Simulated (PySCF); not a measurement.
# Se²⁺ (selenium, charge +2) across methods

[Ar] 3d10 4s2 4p2, high-spin 3P determinant. Computed with PySCF 2.14 in def2-TZVPPD, with the non-relativistic Hamiltonian (point nucleus).

```json
{"method": "LDA", "E (hartree)": "-2396.908", "mean ε 4s α (eV)": "-37.885", "mean ε 4s β (eV)": "-36.065", "mean ε 4p α (eV)": "-26.300", "Σ⟨r²⟩ (bohr²)": "24.14", "⟨S²⟩": "2.001"}
{"method": "PBE0", "E (hartree)": "-2400.064", "mean ε 4s α (eV)": "-39.758", "mean ε 4s β (eV)": "-36.828", "mean ε 4p α (eV)": "-27.745", "Σ⟨r²⟩ (bohr²)": "24.19", "⟨S²⟩": "2.003"}
{"method": "PBE", "E (hartree)": "-2399.987", "mean ε 4s α (eV)": "-37.696", "mean ε 4s β (eV)": "-35.630", "mean ε 4p α (eV)": "-26.265", "Σ⟨r²⟩ (bohr²)": "24.20", "⟨S²⟩": "2.002"}
{"method": "HSE06", "E (hartree)": "-2400.049", "mean ε 4s α (eV)": "-39.331", "mean ε 4s β (eV)": "-36.578", "mean ε 4p α (eV)": "-27.301", "Σ⟨r²⟩ (bohr²)": "24.19", "⟨S²⟩": "2.002"}
{"method": "wB97X", "E (hartree)": "-2400.382", "mean ε 4s α (eV)": "-42.434", "mean ε 4s β (eV)": "-39.825", "mean ε 4p α (eV)": "-30.072", "Σ⟨r²⟩ (bohr²)": "24.14", "⟨S²⟩": "2.002"}
{"method": "wB97M-V", "E (hartree)": "-2400.226", "mean ε 4s α (eV)": "-42.254", "mean ε 4s β (eV)": "-39.378", "mean ε 4p α (eV)": "-29.881", "Σ⟨r²⟩ (bohr²)": "24.28", "⟨S²⟩": "2.002"}
{"method": "r2SCAN", "E (hartree)": "-2400.325", "mean ε 4s α (eV)": "-38.455", "mean ε 4s β (eV)": "-35.806", "mean ε 4p α (eV)": "-26.775", "Σ⟨r²⟩ (bohr²)": "24.14", "⟨S²⟩": "2.004"}
{"method": "UHF", "E (hartree)": "-2398.74636", "mean ε 4s α (eV)": "-45.037", "mean ε 4s β (eV)": "-39.085", "mean ε 4p α (eV)": "-31.403", "Σ⟨r²⟩ (bohr²)": "24.43", "⟨S²⟩": "2.008"}
```

Question: Estimate the same row for PW91.

Answer: E (hartree) = -2400.490; mean ε 4s α (eV) = -37.791; mean ε 4s β (eV) = -35.738; mean ε 4p α (eV) = -26.331; Σ⟨r²⟩ (bohr²) = 24.18; ⟨S²⟩ = 2.002.
